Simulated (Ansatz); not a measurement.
Z-matrix (Å, degrees):
```
Al
S 1 2.158
Cl 1 2.080 2 121.1
Cl 1 2.076 2 119.0 3 180.0
H 2 1.345 1 92.1 3 -0.0
```

Charge 0, multiplicity 1.

Problem. List the ωB97M-V/def2-TZVPP orbital energies in eV (Ansatz 0.2.0). (Best estimate.)

Solution. Ansatz gave: Occupied: -2772.12, -2772.07, -2427.16, -1534.07, -262.52, -262.48, -221.17, -199.97, -199.92, -199.89, -199.88, -199.85, -199.83, -164.27, -164.18, -164.11, -118.56, -78.19, -78.08, -78.05, -25.96, -25.62, -23.35, -15.24, -14.24, -13.19, -12.70, -12.51, -11.97, -11.73, -11.45, -10.44. Lowest empty: 0.71, 0.79, 2.04, 3.04, 3.51, 4.54, 5.45, 5.51.
